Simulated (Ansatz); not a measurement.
Consider the formal exchange of groups at a C–C bond: `BCBCC` + `C#C` → `BCBCC#C` + CH₄.

Gas-phase electronic energies from Ansatz, PBE0-D4/def2-TZVP geometries. CCSD(T)/CBS adds triple-zeta CCSD(T) − MP2 to the extrapolated MP2 energy (def2 sets, frozen cores). This one scheme is used for every species. Functionals use def2-TZVPP. One conformer a species, not always the lowest.

(1) Is it downhill or uphill in electronic energy at CCSD(T)/CBS, and by how much? (Best estimate.)

(2) What do these levels give: ωB97M-V, r2SCAN, PBE0, SCS-MP2/def2-TZVPP, CCSD/def2-TZVPP, HF/def2-QZVPP? (An estimate is asked.)

Largest T1 diagnostic among the species: 0.016.

## Answers

(1) Ansatz gave: Downhill: ΔE = -0.35 eV.

(2) The calculation gave: ωB97M-V -0.42, r2SCAN -0.70, PBE0 -0.63, SCS-MP2/def2-TZVPP -0.27, CCSD/def2-TZVPP -0.19, HF/def2-QZVPP 0.46 eV.

From PBE to PBE0 (25 % exact exchange), in def2-TZVPP and without D4, ΔE moves by +0.14 eV. In def2-TZVPP, CCSD(T) changes the Hartree–Fock value by −0.83 eV (the triples alone add −0.17 eV) and MP2 by −0.96 eV.
